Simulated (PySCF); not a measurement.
C4H4ClF.

```xyz
10

C      1.1048    -1.9845     0.0000
C      0.4670    -0.8020     0.0000
Cl    -1.2869    -0.7829     0.0000
C      1.1705     0.4759     0.0000
C      0.7055     1.7332     0.0000
F     -0.5772     2.0801     0.0000
H      0.5566    -2.9269     0.0000
H      2.1967    -2.0150     0.0000
H      2.2608     0.3940     0.0000
H      1.3714     2.6013     0.0000
```

Coordinates come from a B3LYP-D3(BJ)/def2-SVP optimisation. The structure was generated by enumeration; whether it is a known compound was not checked. One conformer was computed; it need not be the lowest.

Method: PySCF with PBE/pcSseg-1. Non-relativistic, no solvent.

Computed absolute GIAO shielding of each atom: isotropic value and principal components (ppm):
```csv
atom,σ(iso),σ11,σ22,σ33,span
C1,60.5,-32.1,80.3,133.3,165.4
C2,32.0,-67.7,56.3,107.4,175.1
Cl3,652.3,425.2,571.2,960.4,535.2
C4,65.5,-28.4,97.8,127.0,155.4
C5,22.9,-52.6,49.5,71.9,124.5
F6,254.0,128.7,183.6,449.6,320.8
H7,26.0,23.0,24.2,30.8,7.8
H8,25.9,23.0,24.7,29.9,7.0
H9,26.1,24.0,25.3,28.8,4.8
H10,24.7,21.4,26.1,26.6,5.2
```
